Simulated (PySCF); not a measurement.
## Ionisation energy of Au²⁺ by level of theory

Au²⁺ [Xe] 4f14 5d9 (2D) → Au³⁺ [Xe] 4f14 5d8 (3F), as a difference of total energies. Calculation: PySCF 2.14, in aug-cc-pwCVDZ-PP with ECP60MDF; a scalar-relativistic core potential. Correlated levels: valence: 5s2 5p6 frozen. The calculations carry no spin-orbit coupling.

```
           method  ionisation energy (eV)
              UHF                  30.837
    MP2 (valence)                  32.463
SCS-MP2 (valence)                  32.361
   CCSD (valence)                  32.266
CCSD(T) (valence)                  32.325
```

Question: How much does correlation contribute at CCSD(T) (valence)?

Answer: 32.325 − (30.837) = 1.488 eV, measured against UHF.

The reference lies between the lowest fine-structure levels, while these numbers refer to the centres of the terms.

Errors of the correlated levels include the incompleteness of this basis and the frozen core.

For comparison: 30 ± 1.6 eV (theoretical estimate listed by NIST; NIST Atomic Spectra Database, ionization energies).
